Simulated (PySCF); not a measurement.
Q: What does the PBE0-D3(BJ)/def2-SVP structure of [MoSCl4]- (`[S]=[Mo-]([Cl])([Cl])([Cl])[Cl]`) [radical] look like in three dimensions? (Charge -1 and doublet state.)

A: 
Z-matrix in Å and degrees, rows numbered from 1:
```
Mo
S   1  2.0880
Cl  1  2.3492  2  106.25
Cl  1  2.3489  2  106.21  3   -90.00
Cl  1  2.3487  2  106.22  3  -179.98
Cl  1  2.3491  2  106.25  3    90.02
```

Mo1 (molybdenum bonded to 4 Cl and S) is square pyramidal (τ5 = (β − α)/60° = 0.00 from the two widest angles, 147.5° and 147.5° (0 for a square pyramid, 1 for a trigonal bipyramid)). All 4 Cl–Mo bonds measure 2.349 Å.

Computed with PBE0-D3(BJ)/def2-SVP geometry optimisation, gas phase, def2 core potentials past Kr in PySCF 2.14.0.

Point group: C4v (tolerance 0.08 Å). Whether it is a minimum is left open (no frequencies). ⟨S²⟩ = 0.768 (exact for a doublet: 0.75). The geometry's basis has no diffuse functions, a weakness for an anion.
